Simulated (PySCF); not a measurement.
The 12-electron isoelectronic series, spin-free X2C

All values are computed (PySCF 2.14, energy differences of UHF-based or UKS calculations, no spin-orbit coupling). Each ion has its own even-tempered basis scaled to its charge (19s12p5d4f for the first); frozen: 1s2. Ionisation energies in eV, correlation energies of the ion in mhartree.

```json
{"ion": "Ti¹⁰⁺", "configuration": "[Ne] 3s2 (1S)", "UHF": "262.67", "MP2 (outer shells)": "264.66", "CCSD (outer shells)": "265.08", "CCSD(T) (outer shells)": "265.13", "LDA": "265.16", "PBE": "265.23", "PBE0": "264.86", "E_corr MP2": "-381.5", "E_corr CCSD(T)": "-402.7", "NIST (with spin-orbit, Breit and QED)": "265.07 ± 0.06 (s)"}
{"ion": "V¹¹⁺", "configuration": "[Ne] 3s2 (1S)", "UHF": "305.55", "MP2 (outer shells)": "307.62", "CCSD (outer shells)": "308.06", "CCSD(T) (outer shells)": "308.11", "LDA": "308.13", "PBE": "308.24", "PBE0": "307.83", "E_corr MP2": "-385.4", "E_corr CCSD(T)": "-407.4", "NIST (with spin-orbit, Breit and QED)": "308.5 ± 0.3 (s)"}
{"ion": "Cr¹²⁺", "configuration": "[Ne] 3s2 (1S)", "UHF": "351.54", "MP2 (outer shells)": "353.68", "CCSD (outer shells)": "354.15", "CCSD(T) (outer shells)": "354.20", "LDA": "354.20", "PBE": "354.36", "PBE0": "353.93", "E_corr MP2": "-389.1", "E_corr CCSD(T)": "-411.7", "NIST (with spin-orbit, Breit and QED)": "354.7 ± 0.3 (s)"}
{"ion": "Mn¹³⁺", "configuration": "[Ne] 3s2 (1S)", "UHF": "400.66", "MP2 (outer shells)": "402.88", "CCSD (outer shells)": "403.37", "CCSD(T) (outer shells)": "403.42", "LDA": "403.40", "PBE": "403.61", "PBE0": "403.14", "E_corr MP2": "-392.8", "E_corr CCSD(T)": "-416.1", "NIST (with spin-orbit, Breit and QED)": "402.95 ± 0.25 (s)"}
{"ion": "Fe¹⁴⁺", "configuration": "[Ne] 3s2 (1S)", "UHF": "452.89", "MP2 (outer shells)": "455.17", "CCSD (outer shells)": "455.69", "CCSD(T) (outer shells)": "455.74", "LDA": "455.70", "PBE": "455.96", "PBE0": "455.47", "E_corr MP2": "-396.1", "E_corr CCSD(T)": "-420.2", "NIST (with spin-orbit, Breit and QED)": "456.2 ± 0.5"}
{"ion": "Co¹⁵⁺", "configuration": "[Ne] 3s2 (1S)", "UHF": "508.30", "MP2 (outer shells)": "510.65", "CCSD (outer shells)": "511.19", "CCSD(T) (outer shells)": "511.23", "LDA": "511.18", "PBE": "511.49", "PBE0": "510.97", "E_corr MP2": "-399.4", "E_corr CCSD(T)": "-424.2", "NIST (with spin-orbit, Breit and QED)": "511.96 ± 0.06 (s)"}
{"ion": "Ni¹⁶⁺", "configuration": "[Ne] 3s2 (1S)", "UHF": "566.81", "MP2 (outer shells)": "569.22", "CCSD (outer shells)": "569.78", "CCSD(T) (outer shells)": "569.83", "LDA": "569.75", "PBE": "570.13", "PBE0": "569.58", "E_corr MP2": "-402.7", "E_corr CCSD(T)": "-428.1", "NIST (with spin-orbit, Breit and QED)": "571.07 ± 0.12 (s)"}
{"ion": "Cu¹⁷⁺", "configuration": "[Ne] 3s2 (1S)", "UHF": "628.54", "MP2 (outer shells)": "631.01", "CCSD (outer shells)": "631.59", "CCSD(T) (outer shells)": "631.63", "LDA": "631.55", "PBE": "631.98", "PBE0": "631.39", "E_corr MP2": "-405.8", "E_corr CCSD(T)": "-431.9", "NIST (with spin-orbit, Breit and QED)": "632.5 ± 0.6 (s)"}
{"ion": "Zn¹⁸⁺", "configuration": "[Ne] 3s2 (1S)", "UHF": "693.38", "MP2 (outer shells)": "695.91", "CCSD (outer shells)": "696.52", "CCSD(T) (outer shells)": "696.56", "LDA": "696.45", "PBE": "696.95", "PBE0": "696.33", "E_corr MP2": "-409.0", "E_corr CCSD(T)": "-435.6", "NIST (with spin-orbit, Breit and QED)": "697.5 ± 0.7 (s)"}
{"ion": "Ga¹⁹⁺", "configuration": "[Ne] 3s2 (1S)", "UHF": "761.42", "MP2 (outer shells)": "764.01", "CCSD (outer shells)": "764.63", "CCSD(T) (outer shells)": "764.67", "LDA": "764.55", "PBE": "765.10", "PBE0": "764.46", "E_corr MP2": "-412.1", "E_corr CCSD(T)": "-439.2", "NIST (with spin-orbit, Breit and QED)": "765.7 ± 0.9 (s)"}
```

Each ion has its own basis, which adds noise of up to about 0.1 % along the series.

NIST values marked (s) are semi-empirical, (t) theoretical. Open shells are high-spin determinants of the terms that Hund's rules give.
